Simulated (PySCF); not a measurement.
# What a mistake does to a calculation on AlB2H2O

Calculated results; nothing here was measured. The program is PySCF 2.14.0, an open-source quantum chemistry code, run on an isolated molecule that a program drew, which may never have been made. The molecule is AlB2H2O (charge 0, doublet), drawn as the SMILES string `O=B[BH][AlH]`.

Each row is a Hartree-Fock (HF) and frozen-core CCSD(T) single point in the cc-pV(D+d)Z basis, meant for a local HF minimum. Run 1 is clean. Each other run has one planted mistake out of seven kinds, and not every kind appears here: one electron removed, one electron added, multiplicity raised by two, geometry at a saddle point, minimal basis STO-3G, one bond length entered in bohr, all coordinates scaled. The reference is restricted for singlets and unrestricted otherwise, and also for a bond in bohr. Adding or removing an electron swaps singlet and doublet. Electrons count all cores. HOMO and LUMO are orbital energies over both spins, the gradient is its largest component, and the lowest frequency (negative if imaginary) is given only where the gradient is small. Bond lengths are over the 5 bonds as drawn. T1 is the CCSD diagnostic: over 0.02 (restricted) or 0.045 (unrestricted) a single reference is doubtful.

Geometry of the clean run:
```xyz
6
AlB2H2O, angstrom
O     1.1841    0.6870   -0.4985
B     0.6164    0.4677    0.5289
B    -0.2490    0.1796    1.9310
Al   -2.2381    0.4112    1.9358
H     0.2808   -0.1678    2.9484
H    -3.7969    0.5912    1.9669
```

```
run  electrons  basis functions  <S^2>  HOMO (eV)  LUMO (eV)  gradient (hartree/bohr)  lowest frequency (cm^-1)  mean bond (Å)  longest bond (Å)      T1  HF (hartree)  CCSD(T) (hartree)                     mistake
  1         33               75  0.759      -7.84       0.09                  3.5e-05                       103         1.5274             2.003  0.0209    -367.30951         -367.74463                    no fault
  2         33               26  0.777      -4.14       6.53                  3.7e-02                         -         1.5274             2.003  0.0302    -362.71954         -362.93253        minimal basis STO-3G
  3         33               75  0.759      -7.80       0.07                  3.4e-02                         -         1.5549             2.039  0.0217    -367.30756         -367.74550      all coordinates scaled
  4         33               75  3.769      -6.75      -2.26                  6.9e-02                         -         1.5274             2.003  0.0305    -367.17953         -367.60063  multiplicity raised by two
  5         34               75  0.000      -1.01       5.40                  2.7e-02                         -         1.5274             2.003  0.0214    -367.32197         -367.79449                           ?
  6         33               75  1.604      -7.37       0.06                  1.1e-02                         -         1.8251             3.161  0.0569    -367.16734         -367.59368                           ?
```

**Which mistake was planted in run 5, and what did it cost?**

It counts 34 electrons, one more than the clean run, at the same geometry and basis. So the mistake is: one electron added. Subtracting run 1 and multiplying by 627.51 kcal/mol a hartree, the energy moved by -7.8 kcal/mol in HF and -31.3 kcal/mol in CCSD(T).

**Which mistake was planted in run 6, and what did it cost?**

The mean bond changes by a factor of 1.195 and the longest by 1.578, so the molecule wasn't scaled as a whole. A length L in bohr read as angstrom grows by (1/0.5292 - 1) L = 0.890 L. The 5 bonds together grew by 5 x 0.2977 = 1.488 Å, which gives L = 1.673 Å. That is bond B2-B3, 1.673 Å in the clean geometry. So the mistake is: one bond length entered in bohr. Subtracting run 1 and multiplying by 627.51 kcal/mol a hartree, the energy moved by 89.2 kcal/mol in HF and 94.7 kcal/mol in CCSD(T).

Cautions from the logs. Run 5: T1 is over the limit, so its CCSD(T) energy is less reliable; run 6: T1 is over the limit, so its CCSD(T) energy is less reliable.
